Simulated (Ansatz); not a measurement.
Start from `Cl[SiH2][GeH3]` and change one atom or group to get `C[SiH](Cl)[GeH3]`.

Ansatz, PBE0-D4/def2-TZVP geometries, multiplicity 1. 

Scalar relativity is left out up to krypton.

```tsv
property	`Cl[SiH2][GeH3]`
zero-point energy (PBE0-D4/def2-TZVP) / kJ/mol	110.0
HOMO–LUMO gap (B3LYP/def2-TZVPP) / eV	7.32
LUMO energy (PBE/def2-TZVPP) / eV	-1.30
HOMO–LUMO gap (PBE0/def2-TZVPP) / eV	7.71
HOMO energy (B3LYP/def2-TZVPP) / eV	-7.94
size of the dipole moment (ωB97M-V/def2-TZVPP) / D	1.25
```

**Question.** Give the same properties after the change, and the shifts. (An estimate is asked.)

**Answer.** The calculation gave: 
```json
{"property": "zero-point energy (PBE0-D4/def2-TZVP) / kJ/mol", "`C[SiH](Cl)[GeH3]`": "185.6", "shift": "75.6"}
{"property": "HOMO–LUMO gap (B3LYP/def2-TZVPP) / eV", "`C[SiH](Cl)[GeH3]`": "7.48", "shift": "0.16"}
{"property": "LUMO energy (PBE/def2-TZVPP) / eV", "`C[SiH](Cl)[GeH3]`": "-0.90", "shift": "0.40"}
{"property": "HOMO–LUMO gap (PBE0/def2-TZVPP) / eV", "`C[SiH](Cl)[GeH3]`": "7.85", "shift": "0.14"}
{"property": "HOMO energy (B3LYP/def2-TZVPP) / eV", "`C[SiH](Cl)[GeH3]`": "-7.70", "shift": "0.24"}
{"property": "size of the dipole moment (ωB97M-V/def2-TZVPP) / D", "`C[SiH](Cl)[GeH3]`": "1.72", "shift": "0.47"}
```

With PBE0 the HOMO rises by 0.25 eV and the LUMO rises by 0.40 eV, so the gap widens by about 0.15 eV. PBE moves the HOMO by 0.24 eV and ωB97M-V by 0.25 eV. The zero-point energy changes by 75.6 kJ/mol with +9 modes. Dipoles are sizes alone; their direction can turn.

B3LYP here is the variant with VWN-RPA as its local correlation; programs differ in this.
